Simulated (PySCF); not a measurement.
## Telling isomers of C$_{6}$H$_{5}$F$_{3}$O apart by NMR

Computational details: GFN2-xTB structure, NMR shieldings at PBE0/pcSseg-1/GIAO, in PySCF 2.14.0 with density-fitted response routines (one averaged value for each set of equivalent atoms, in vacuum, single conformer, relativity neglected).

Referencing at the same level of theory: 1H (31.72 ppm) and 13C (186.93 ppm) vs TMS. Splittings of carbon signals by F and P are missing where no couplings were computed. Where no couplings were computed, multiplicities follow the n + 1 count of equivalent neighbours, and m marks all less simple cases (inequivalent or close neighbours, rings, F or P nearby). Shifts are as computed. Against solution values, carbons near 30 ppm lie about +3 ppm off and those near 130 ppm about +5 ppm. Of 1211 compounds with measured shifts, 218 miss one by over three times the rms of a fit or turn the order of signals round; such compounds aren't used in these exercises.

(1) Tabulate the signals of `FC(F)=C(F)C1=COCC1`, `FC(F)(F)OC1=CCC=C1`, `CC#CC(=O)C(F)(F)CF` and their relative energies.

(2) What is the quickest way to tell FC(F)(F)OC1=CCC=C1 from CC#CC(=O)C(F)(F)CF?

(3) What is the quickest way to tell FC(F)=C(F)C1=COCC1 from CC#CC(=O)C(F)(F)CF?

(4) What is the quickest way to tell FC(F)=C(F)C1=COCC1 from FC(F)(F)OC1=CCC=C1?

## Answers

(1) 
```json
{"SMILES": "FC(F)=C(F)C1=COCC1", "carbon types": "3×C 1×CH 2×CH2", "δC": "166.6, 153.4, 136.9, 106.8, 73.8, 32.7", "δH": "6.71 (m, 1H), 4.72 (m, 2H), 3.01 (m, 2H)", "E rel. (kcal/mol)": "28.0"}
{"SMILES": "FC(F)(F)OC1=CCC=C1", "carbon types": "2×C 3×CH 1×CH2", "δC": "159.7, 143.4, 135.6, 130.5, 117.5, 42.8", "δH": "6.80 (m, 1H), 6.70 (m, 1H), 6.06 (t, 1H), 3.26 (m, 2H)", "E rel. (kcal/mol)": "0.0"}
{"SMILES": "CC#CC(=O)C(F)(F)CF", "carbon types": "4×C 1×CH2 1×CH3", "δC": "184.6, 121.9, 115.0, 88.2, 83.2, 5.8", "δH": "4.96 (m, 2H), 2.40 (s, 3H)", "E rel. (kcal/mol)": "38.6"}
```

Energies are electronic energies at PBE0/pcSseg-1 on these geometries, without zero-point or thermal terms, each for the one conformer computed, which needn't be the lowest.

(2) Both give the same number of carbon signals, but DEPT or the intensities differ. The first has an alkene CH at 143.4 ppm, the second a propargylic methyl carbon (CH3) at 5.8 ppm. Their most deshielded carbons lie at 159.7 and 184.6 ppm. In the proton spectra the most deshielded non-exchanging signals are 6.80 (m, 1H) and 4.96 (m, 2H).

(3) Both give the same number of carbon signals, but DEPT or the intensities differ. The first has an alkene carbon bearing oxygen (CH) at 153.4 ppm, the second a propargylic methyl carbon (CH3) at 5.8 ppm. Their most deshielded carbons lie at 166.6 and 184.6 ppm. In the proton spectra the most deshielded non-exchanging signals are 6.71 (m, 1H) and 4.96 (m, 2H).

(4) Both give the same number of carbon signals, but DEPT or the intensities differ. The first has an sp3 CH2 bonded to O at 73.8 ppm, the second a β carbon of an enol-ether or enamine type C=C (CH) at 117.5 ppm. Their most deshielded carbons lie at 166.6 and 159.7 ppm.
